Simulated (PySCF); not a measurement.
# A parent and its derivatives

The calculation used PySCF 2.14.0, density-fitted response routines, TDDFT CAM-B3LYP/def2-SVPD, vertical, gas phase, core orbitals frozen in the response. Geometries: GFN2-xTB; one conformer of each isolated species. Triplets are in the Tamm–Dancoff approximation. 'Strongest' means the level of largest summed f among the lowest 8 singlets; it needn't be the same kind of state in each.

Parent: `CCC1=C[C@@H](F)[SiH2]1`, with lowest singlet excitation energy 6.23 eV, energy of the strongest computed level 7.32 eV, HOMO–LUMO gap 9.67 eV, lowest triplet energy 4.38 eV. Its spectrum: 6.23 eV (f 0.033); 6.59 eV (f 0.004); 6.66 eV (f 0.002); 6.87 eV (f 0.079); 7.32 eV (f 0.118).

Shifts from the parent:

```
                    change                   SMILES  Δ S1 (eV)  Δ strongest (eV)  Δ gap (eV)  Δ T1 (eV)
          F replaced by Cl  CCC1=C[C@@H](Cl)[SiH2]1      -0.16             -0.47       -0.24      -0.08
S inserted into a C-C bond  CCC1=CS[C@@H](F)[SiH2]1      -1.25             -2.34       -1.56      -0.86
          Si replaced by C        CCC1=C[C@@H](F)C1      +0.73             -0.36       +0.16       0.00
```

**Question.** Predict the same shifts for this change: O inserted into a C-C bond (`CCOC1=C[C@H](F)[SiH2]1`).

**Answer.** Δ lowest singlet excitation energy -0.08 eV, Δ energy of the strongest computed level -0.10 eV, Δ HOMO–LUMO gap -0.43 eV, Δ lowest triplet energy -0.03 eV. Spectrum: 201 nm (f 0.010); 191 nm (f 0.104); 182 nm (f 0.012); 180 nm (f 0.008); 172 nm (f 0.118). S1 falls most with S inserted into a C-C bond (-1.25 eV), and it rises most with Si replaced by C (+0.73 eV). S1 is simply the lowest singlet of each species and needn't be the same kind of state throughout. Over these 4 changes the shifts of S1 and of the HOMO–LUMO gap correlate with r = 0.97.
